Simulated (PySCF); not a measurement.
Input for PySCF: R-B3LYP/3-21G on C5H8 (SMILES C=CC(=C)C), a point of a torsion scan.

```python
from pyscf import gto, scf, dft, mp
from pyscf.data.elements import chemcore

mol = gto.M(
    atom='''
    C     1.09532227    1.58147037   -0.60702864
    C     0.29473805    1.04478980    0.30469197
    C    -0.30172269   -0.28937500    0.25196377
    C     0.16981509   -1.27360521   -0.50864618
    C    -1.48994452   -0.48540331    1.14835356
    H     1.37907360    1.05659905   -1.50318241
    H     1.49189877    2.57610529   -0.49388368
    H     0.01762399    1.63175673    1.17226049
    H     1.03718258   -1.15080309   -1.13292765
    H    -0.29241391   -2.24601589   -0.52328267
    H    -1.90364449   -1.48421334    1.03791166
    H    -2.26451839    0.24364676    0.91183312
    H    -1.20239379   -0.33957388    2.18949018
    ''',
    basis='3-21g',
    charge=0, spin=0, verbose=3, max_memory=1800)
mf = dft.RKS(mol, xc='b3lyp')
mf.conv_tol = 1e-8
mf.max_cycle = 100
mf.kernel()
if not mf.converged:
    mf = mf.newton().run(mf.mo_coeff, mf.mo_occ)
```

Program output:

```
converged SCF energy = -194.238902813982
```

The calculation finished and met its thresholds.

Cost: roughly 1.8 core-seconds.
